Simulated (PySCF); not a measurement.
Levels of Rh³⁴⁺ from EOM-EA-GCCSD

Reference: closed-shell Rh³⁵⁺, [Ne]; one electron is added. Calculated with PySCF 2.14, two-component X2C-1e with screened spin-orbit coupling, an uncontracted even-tempered set (18 s from 3.5 bohr⁻², ratio 2.6; 13 p from 4.6 bohr⁻², ratio 2.6; 6 d from 4.7 bohr⁻², ratio 2.8; 3 f from 110 bohr⁻², ratio 2.8); frozen 1s2; the 56 highest virtual spinors dropped; of the others 44 kept and the rest restored at second order. No Breit or QED terms. Binding energies in eV.

| level | Koopmans | second order | EOM-CCSD |
| --- | --- | --- | --- |
| 3s1/2 | 2129.0 | 2129.8 | 2129.8 |
| 3p1/2 | 2051.8 | 2052.6 | 2052.6 |
| 3p3/2 | 2014.2 | 2015.0 | 2015.0 |
| 3d3/2 | 1912.8 | 1913.4 | 1913.4 |
| 3d5/2 | 1904.9 | 1905.5 | 1905.5 |

Electric-dipole lines between these computed levels:

| lower | upper | ΔE (eV) | vacuum wavelength (nm) |
| --- | --- | --- | --- |
| 3s1/2 | 3p1/2 | 77.152 | 16.07 |
| 3s1/2 | 3p3/2 | 114.77 | 10.80 |
| 3p1/2 | 3d3/2 | 139.25 | 8.904 |
| 3p3/2 | 3d3/2 | 101.62 | 12.20 |
| 3p3/2 | 3d5/2 | 109.54 | 11.32 |

For comparison, the ionisation energy of Rh³⁴⁺ is 2129.22 ± 0.07 eV (semi-empirical (NIST evaluation); NIST Atomic Spectra Database, ionization energies).

Only part of the computed levels is shown.
